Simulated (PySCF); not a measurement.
C2H8OSi2, SMILES [SiH2](O[SiH3])C=C.

Coordinates come from a ωB97X-D3(BJ)/def2-SVP optimisation. One conformer was computed; it need not be the lowest.

Two levels are set side by side: PBE/def2-TZVP (PySCF) and B3LYP/def2-TZVP (PySCF). Same geometry, gas phase. Differences are taken from unrounded values.

```json
[
 {"quantity": "orbital gap (eV)", "B3LYP": "7.02"},
 {"quantity": "highest occupied level (eV)", "B3LYP": "-7.72"},
 {"quantity": "lowest empty level (eV)", "B3LYP": "-0.70"},
 {"quantity": "dipole moment (D)", "B3LYP": "0.46"},
 {"quantity": "mean polarisability (bohr³)", "B3LYP": "77.3"}
]
```

Task: What does PBE give, and how far is it from B3LYP? (Estimate from the structure and the level; the computed values follow.)

Result: 
```
quantity                       PBE  PBE minus B3LYP
---------------------------  -----  ---------------
orbital gap (eV)              5.32            -1.70
highest occupied level (eV)  -6.83             0.89
lowest empty level (eV)      -1.51            -0.81
dipole moment (D)             0.51             0.05
mean polarisability (bohr³)   80.0              2.7
```

PBE's occupied levels lie high since its potential decays too fast outside the molecule; exact exchange lowers them and widens the gap. PBE's more diffuse valence density responds more strongly to a field. Differences between two approximate levels are no errors against the true value.

Rough cost on one machine, each run with all the roots and properties that it gave: B3LYP against PBE within a factor of 2.
